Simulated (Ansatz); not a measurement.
Reactions of CH5BOS2, SMILES `COB(S)S`.

Program: Ansatz. Geometries: PBE0-D4/def2-TZVP. ΔE: electronic, gas phase. CCSD(T)/CBS adds triple-zeta CCSD(T) − MP2 to the extrapolated MP2 energy (def2 sets, frozen cores). This one scheme is used for every species, atoms too. For atomizations the MP2-based limit and the directly extrapolated one differ by several kJ/mol either way, and by 10 to 25 for some Ge, Se and Sn compounds, so smaller differences from it don't rank the levels. No spin–orbit coupling; open shells (•) take unrestricted orbitals. Spin–orbit coupling would lower the free atoms: a little for B, C, O, S. Bonds to Br are less sure, by a few kJ/mol each and by 10 to 20 or more in all where they break to atoms, as the def2 sets lack core-valence functions. Scalar relativity is left out up to krypton. Each species was taken in one conformer, which may not be the lowest.

**Question.** Order these by ΔE at CCSD(T)/CBS, lowest first. (Estimate.)
A. `COB(S)S` + silanol → `COB(S)O[SiH3]` + H₂S
B. `COB(S)S` → `CO[B]S`• + `[SH]`•
C. `COB(S)S` + HBr → `SB(S)Br` + CH₃OH
D. `COB(S)S` → `[CH2]` (triplet) + `OB(S)S`
E. `COB(S)S` → B• + C• + 5 H• + O• + 2 S•
F. `COB(S)S` + `[F][Al]([SH])[Cl]` → `C[S][Al]([F])[Cl]` + `OB(S)S`

**Answer.** A (-14.4 kcal/mol), F (-6.9 kcal/mol), C (+10.8 kcal/mol), D (+92.6 kcal/mol), B (+106.3 kcal/mol), E (+888.0 kcal/mol).

Largest T1 diagnostic: 0.015, for `CO[B]S`•.
